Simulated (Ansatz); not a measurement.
Steps of a relaxation of C$_{8}$H$_{16}$O (`CCCCCCCC=O`) with RKS PBE0-D4/def2-TZVP.

```sh
$ ansatz run in.yaml --threads 4 --pin off --events-out ev --progress --plain --max-ram 41984MiB --backend cuda --devices 0, --max-vram 37GiB
```

```yaml
crystal:
  periodic: [false, false, false]
  atoms:
    - {symbol: C, position_ang: [-1.895214, -2.916423, -1.849166]}
    - {symbol: C, position_ang: [-0.733541, -2.140146, -1.228190]}
    - {symbol: C, position_ang: [-1.083646, -0.690952, -0.876907]}
    - {symbol: C, position_ang: [0.074351, 0.090071, -0.248501]}
    - {symbol: C, position_ang: [-0.285999, 1.536888, 0.104983]}
    - {symbol: C, position_ang: [0.866203, 2.386531, 0.657898]}
    - {symbol: C, position_ang: [1.396511, 1.949749, 2.033091]}
    - {symbol: C, position_ang: [2.255842, 0.703538, 2.025265]}
    - {symbol: O, position_ang: [2.214841, -0.184344, 2.852893]}
    - {symbol: H, position_ang: [-1.610371, -3.960258, -2.090949]}
    - {symbol: H, position_ang: [-2.243650, -2.439220, -2.789260]}
    - {symbol: H, position_ang: [-2.765154, -2.959204, -1.160602]}
    - {symbol: H, position_ang: [0.135782, -2.145724, -1.923313]}
    - {symbol: H, position_ang: [-0.382202, -2.661325, -0.309842]}
    - {symbol: H, position_ang: [-1.953013, -0.680899, -0.180389]}
    - {symbol: H, position_ang: [-1.431404, -0.162004, -1.793799]}
    - {symbol: H, position_ang: [0.941872, 0.087896, -0.947368]}
    - {symbol: H, position_ang: [0.418008, -0.455570, 0.657613]}
    - {symbol: H, position_ang: [-0.684781, 2.036694, -0.805475]}
    - {symbol: H, position_ang: [-1.124723, 1.539099, 0.837457]}
    - {symbol: H, position_ang: [0.531882, 3.441999, 0.732380]}
    - {symbol: H, position_ang: [1.708672, 2.391202, -0.071611]}
    - {symbol: H, position_ang: [2.061608, 2.754449, 2.426564]}
    - {symbol: H, position_ang: [0.586439, 1.812439, 2.779374]}
    - {symbol: H, position_ang: [3.001705, 0.665526, 1.167824]}
basis:
  gaussian: {orbitals: def2-TZVP}
hamiltonian: {xc: pbe0, dispersion: d4}
relax: {f_tol: 0.005, max_steps: 150}
```

Positions (Å) and forces (eV/Å) along the path, 7 of 13 steps:

```xyz
25
step=1 energy=-10595.9062 eV
C    -1.895   -2.916   -1.849   -0.239   -0.085   -0.104
C    -0.734   -2.140   -1.228    0.351   -0.081    0.093
C    -1.084   -0.691   -0.877   -0.330    0.158   -0.061
C     0.074    0.090   -0.249    0.326   -0.165    0.063
C    -0.286    1.537    0.105   -0.333    0.078   -0.048
C     0.866    2.387    0.658    0.155    0.137   -0.178
C     1.397    1.950    2.033   -0.013    0.031    0.366
C     2.256    0.704    2.025    0.127   -0.522    0.262
O     2.215   -0.184    2.853    0.043    0.992   -0.906
H    -1.610   -3.960   -2.091   -0.107    0.507    0.127
H    -2.244   -2.439   -2.789    0.184   -0.211    0.449
H    -2.765   -2.959   -1.161    0.428    0.031   -0.311
H     0.136   -2.146   -1.923   -0.428    0.010    0.304
H    -0.382   -2.661   -0.310   -0.194    0.246   -0.426
H    -1.953   -0.681   -0.180    0.419   -0.020   -0.307
H    -1.431   -0.162   -1.794    0.183   -0.251    0.414
H     0.942    0.088   -0.947   -0.413    0.012    0.293
H     0.418   -0.456    0.658   -0.187    0.266   -0.403
H    -0.685    2.037   -0.805    0.208   -0.231    0.418
H    -1.125    1.539    0.837    0.405   -0.014   -0.322
H     0.532    3.442    0.732    0.139   -0.508   -0.009
H     1.709    2.391   -0.072   -0.395   -0.025    0.344
H     2.062    2.754    2.427   -0.285   -0.382   -0.189
H     0.586    1.812    2.779    0.356    0.073   -0.395
H     3.002    0.666    1.168   -0.401   -0.046    0.524
25
step=2 energy=-10596.0025 eV
C    -1.881   -2.888   -1.834   -0.060   -0.068   -0.041
C    -0.721   -2.123   -1.215    0.044   -0.014    0.012
C    -1.078   -0.684   -0.868   -0.018   -0.001   -0.003
C     0.079    0.085   -0.243    0.020   -0.002    0.008
C    -0.289    1.522    0.104   -0.028    0.033   -0.006
C     0.861    2.365    0.648    0.009    0.112   -0.028
C     1.381    1.935    2.019    0.024   -0.020    0.060
C     2.238    0.699    2.001    0.077    0.049    0.017
O     2.201   -0.179    2.821    0.004    0.087   -0.120
H    -1.600   -3.920   -2.075   -0.044    0.135    0.029
H    -2.222   -2.411   -2.763    0.056   -0.059    0.132
H    -2.740   -2.928   -1.151    0.126    0.011   -0.089
H     0.136   -2.127   -1.906   -0.130    0.007    0.098
H    -0.379   -2.640   -0.306   -0.058    0.080   -0.131
H    -1.937   -0.676   -0.177    0.133   -0.007   -0.096
H    -1.418   -0.161   -1.777    0.062   -0.078    0.133
H     0.935    0.084   -0.938   -0.131    0.004    0.095
H     0.415   -0.453    0.656   -0.066    0.079   -0.135
H    -0.683    2.014   -0.798    0.059   -0.079    0.126
H    -1.115    1.522    0.833    0.127   -0.006   -0.100
H     0.530    3.410    0.721    0.047   -0.135   -0.019
H     1.695    2.364   -0.073   -0.128   -0.011    0.104
H     2.039    2.730    2.412   -0.092   -0.117   -0.059
H     0.573    1.797    2.750    0.113    0.013   -0.124
H     2.981    0.663    1.162   -0.142   -0.013    0.137
25
step=4 energy=-10596.0091 eV
C    -1.880   -2.885   -1.834    0.012    0.024    0.012
C    -0.724   -2.121   -1.214    0.000    0.009    0.002
C    -1.075   -0.685   -0.867   -0.004    0.005    0.000
C     0.075    0.086   -0.242    0.004   -0.001   -0.004
C    -0.286    1.520    0.104   -0.002   -0.009   -0.003
C     0.860    2.363    0.646   -0.006   -0.028    0.011
C     1.378    1.930    2.014   -0.042   -0.050   -0.063
C     2.237    0.702    1.997    0.168    0.130    0.073
O     2.208   -0.174    2.817   -0.055   -0.072    0.004
H    -1.602   -3.912   -2.074    0.015   -0.036   -0.007
H    -2.217   -2.407   -2.757   -0.016    0.018   -0.039
H    -2.734   -2.923   -1.154   -0.037   -0.003    0.026
H     0.129   -2.126   -1.901    0.039   -0.004   -0.028
H    -0.385   -2.636   -0.310    0.017   -0.025    0.038
H    -1.928   -0.678   -0.179   -0.041    0.003    0.028
H    -1.412   -0.165   -1.771   -0.020    0.024   -0.040
H     0.927    0.084   -0.933    0.041   -0.002   -0.027
H     0.406   -0.449    0.653    0.022   -0.026    0.044
H    -0.680    2.009   -0.793   -0.019    0.022   -0.037
H    -1.106    1.521    0.831   -0.039    0.003    0.029
H     0.532    3.403    0.717   -0.014    0.035    0.001
H     1.689    2.358   -0.071    0.038    0.003   -0.032
H     2.026    2.723    2.410    0.033    0.011    0.017
H     0.571    1.786    2.735   -0.040   -0.004    0.032
H     2.990    0.676    1.175   -0.054   -0.029   -0.041
25
step=9 energy=-10596.0111 eV
C    -1.881   -2.883   -1.833    0.000    0.001    0.001
C    -0.723   -2.121   -1.212   -0.001    0.000    0.000
C    -1.075   -0.684   -0.866    0.000   -0.001    0.000
C     0.077    0.085   -0.240   -0.001    0.001    0.000
C    -0.286    1.521    0.101   -0.001    0.001   -0.001
C     0.861    2.363    0.646    0.000    0.002    0.000
C     1.376    1.927    2.015    0.000    0.001   -0.001
C     2.247    0.707    1.997   -0.004    0.002   -0.001
O     2.218   -0.175    2.811    0.003   -0.007    0.002
H    -1.603   -3.912   -2.073    0.000    0.000    0.000
H    -2.217   -2.405   -2.757    0.000    0.000   -0.001
H    -2.737   -2.920   -1.153   -0.001    0.000    0.000
H     0.132   -2.127   -1.897    0.000    0.000    0.000
H    -0.386   -2.637   -0.305    0.000    0.000    0.000
H    -1.931   -0.676   -0.179    0.000    0.001    0.000
H    -1.411   -0.164   -1.772    0.000    0.000   -0.001
H     0.931    0.079   -0.929    0.001    0.000    0.000
H     0.405   -0.448    0.659    0.000   -0.001    0.000
H    -0.675    2.009   -0.800    0.001   -0.001   -0.001
H    -1.110    1.525    0.825   -0.001    0.000    0.002
H     0.533    3.403    0.718   -0.001    0.001    0.001
H     1.692    2.359   -0.070    0.002   -0.001   -0.001
H     2.016    2.724    2.420   -0.001    0.003    0.000
H     0.565    1.771    2.732   -0.001    0.000    0.001
H     2.985    0.679    1.162    0.003    0.000   -0.002
25
step=10 energy=-10596.0111 eV
C    -1.882   -2.883   -1.833    0.001    0.001    0.001
C    -0.724   -2.122   -1.210   -0.001   -0.001    0.000
C    -1.075   -0.684   -0.866    0.000    0.000    0.000
C     0.076    0.085   -0.239    0.000    0.000    0.001
C    -0.286    1.522    0.099   -0.001    0.000    0.000
C     0.860    2.363    0.647    0.000    0.001   -0.001
C     1.374    1.925    2.016   -0.001    0.003    0.001
C     2.252    0.709    1.995   -0.005   -0.003    0.010
O     2.227   -0.175    2.807    0.002    0.001   -0.005
H    -1.605   -3.912   -2.072    0.000    0.000    0.000
H    -2.215   -2.405   -2.758    0.000    0.000    0.000
H    -2.739   -2.919   -1.154    0.000    0.000    0.000
H     0.132   -2.129   -1.894    0.000    0.000    0.000
H    -0.389   -2.637   -0.302    0.000    0.000    0.000
H    -1.932   -0.675   -0.180    0.000    0.001    0.000
H    -1.409   -0.164   -1.773    0.000    0.000   -0.001
H     0.932    0.078   -0.926    0.000    0.000    0.000
H     0.402   -0.447    0.661    0.000    0.000    0.000
H    -0.673    2.009   -0.803    0.001    0.000    0.000
H    -1.112    1.527    0.821    0.000    0.000    0.000
H     0.532    3.403    0.720    0.000    0.000    0.000
H     1.692    2.360   -0.069    0.000    0.000    0.001
H     2.009    2.723    2.425   -0.001   -0.001   -0.001
H     0.563    1.763    2.730    0.001    0.000    0.000
H     2.989    0.686    1.160    0.005   -0.001   -0.004
25
step=12 energy=-10596.0108 eV rejected
C    -1.884   -2.882   -1.829   -0.004   -0.001   -0.003
C    -0.729   -2.124   -1.198    0.004    0.001    0.001
C    -1.074   -0.681   -0.872   -0.003    0.004    0.000
C     0.073    0.086   -0.235    0.004    0.000   -0.002
C    -0.287    1.525    0.095    0.002    0.001   -0.001
C     0.855    2.364    0.652   -0.001   -0.006    0.004
C     1.369    1.912    2.017   -0.014   -0.021   -0.009
C     2.269    0.712    1.976    0.071    0.032    0.050
O     2.260   -0.188    2.770   -0.026    0.014   -0.032
H    -1.611   -3.916   -2.054   -0.001    0.003    0.001
H    -2.201   -2.411   -2.764    0.001   -0.002    0.004
H    -2.751   -2.905   -1.162    0.004    0.000   -0.003
H     0.137   -2.144   -1.870   -0.003    0.000    0.004
H    -0.410   -2.633   -0.281   -0.002    0.003   -0.004
H    -1.941   -0.658   -0.200    0.004   -0.002   -0.004
H    -1.390   -0.167   -1.789    0.001   -0.002    0.005
H     0.937    0.073   -0.912   -0.002   -0.002    0.001
H     0.387   -0.444    0.671   -0.002    0.002   -0.001
H    -0.662    2.011   -0.814   -0.003    0.001    0.003
H    -1.121    1.536    0.808    0.000   -0.001   -0.002
H     0.523    3.403    0.736    0.001    0.000   -0.002
H     1.689    2.371   -0.061   -0.004    0.004    0.002
H     1.988    2.714    2.443    0.003   -0.014   -0.002
H     0.558    1.722    2.725    0.004    0.003   -0.009
H     3.018    0.726    1.149   -0.035   -0.014   -0.001
25
step=13 energy=-10596.0111 eV
C    -1.882   -2.883   -1.831    0.000   -0.001    0.000
C    -0.726   -2.123   -1.205   -0.001    0.000    0.000
C    -1.075   -0.683   -0.869    0.001   -0.001    0.000
C     0.075    0.085   -0.238   -0.001    0.000    0.000
C    -0.287    1.523    0.098    0.002   -0.001    0.002
C     0.858    2.363    0.649    0.000    0.002   -0.001
C     1.373    1.921    2.016    0.000   -0.001    0.001
C     2.258    0.710    1.988    0.000   -0.002    0.002
O     2.237   -0.181    2.792   -0.001    0.003   -0.002
H    -1.607   -3.914   -2.065    0.000    0.000    0.000
H    -2.209   -2.407   -2.761    0.000    0.000    0.000
H    -2.743   -2.913   -1.158    0.000    0.000    0.000
H     0.134   -2.135   -1.885    0.000    0.000    0.000
H    -0.397   -2.635   -0.294    0.000    0.000    0.000
H    -1.936   -0.668   -0.188    0.000    0.000    0.000
H    -1.402   -0.165   -1.779    0.000    0.000    0.000
H     0.934    0.076   -0.921   -0.001    0.000    0.000
H     0.397   -0.447    0.665    0.000    0.000    0.000
H    -0.670    2.010   -0.806    0.000    0.000    0.001
H    -1.115    1.530    0.818    0.000    0.000    0.000
H     0.528    3.403    0.726    0.001    0.000    0.000
H     1.690    2.364   -0.066   -0.001    0.000    0.000
H     2.003    2.720    2.430   -0.001   -0.001   -0.001
H     0.562    1.749    2.729    0.001    0.000   -0.001
H     2.998    0.698    1.155    0.000    0.000    0.000
```

Run time 50 s (4 threads of an AMD EPYC 7R13 on a shared host and a share of an NVIDIA H100 80 GB); peak host memory 1.4 GiB.
